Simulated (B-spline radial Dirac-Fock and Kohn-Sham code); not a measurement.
L1 emission of Dy⁺

System: dysprosium as Dy⁺, configuration [Xe] 4f11 (not the ground configuration).

The run's input, task.json:

```json
{"items": [{
  "Z": 66,
  "q": 1,
  "cfg": [[1, 0, 2], [2, 0, 2], [2, 1, 6], [3, 0, 2], [3, 1, 6], [3, 2, 10], [4, 0, 2], [4, 1, 6], [4, 2, 10], [4, 3, 11], [5, 0, 2], [5, 1, 6]],
  "A": 164,
  "rrms": 5.2218,
  "do": ["binding", "quiet", "decay"],
  "holes": ["K", "L1", "L2", "L3", "M1", "M2", "M3", "M4", "M5", "N1", "N2", "N3", "N4", "N5"]
}]}
```

Command: `python xray_run.py task.json out`

These are calculated numbers from an atomic code on a B-spline grid; the model is a relativistic independent-particle model: LDA orbitals of the hole state, radiative multipoles to third order, Auger rates from the Coulomb interaction with a continuum orbital, Dirac-Fock energies.

```tsv
line	multipole	energy (eV)	width (meV)	share (%)
L1-L2	E1	471.6	0.147	0.0317
L1-L3	E1	1262.7	6.36	1.37
L1-M2	E1	7208.4	147	31.6
L1-M3	E1	7375.3	205	44.2
L1-M4	E2	7722.0	3.40	0.732
L1-M5	E2	7757.6	5.08	1.10
L1-N2	E1	8713.1	34.8	7.49
L1-N3	E1	8750.0	50.6	10.9
L1-N4	E2	8884.6	0.445	0.0960
L1-N5	E2	8891.2	0.688	0.148
L1-O2	E1	9018.2	4.54	0.979
L1-O3	E1	9022.5	6.38	1.37
```

The listed lines hold 100.0 % of the radiative rate. The radiative width is 0.464 eV in the length form and 0.465 eV in the velocity form; the two differ because the transition energies are not eigenvalue differences of the potential that gave the orbitals.
